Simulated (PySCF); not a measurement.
A structure optimised at PBE0-D3(BJ)/def2-SVP, used in a PySCF frequency run:

```xyz
6

Zn     0.0000     0.0000     0.4543
Br     0.0000     0.0000    -1.8007
Si     0.0000     0.0000     2.8114
H      1.2106     0.6989     3.3457
H      0.0000    -1.3979     3.3457
H     -1.2106     0.6989     3.3457
```

**Question.** Write its SMILES, formula and point group.

**Answer.** [SiH3][Zn][Br], BrH3SiZn, C3v

**Question.** What are its rotational constants (standard atomic weights)?

**Answer.** 85.527, 0.95754, 0.95754 GHz
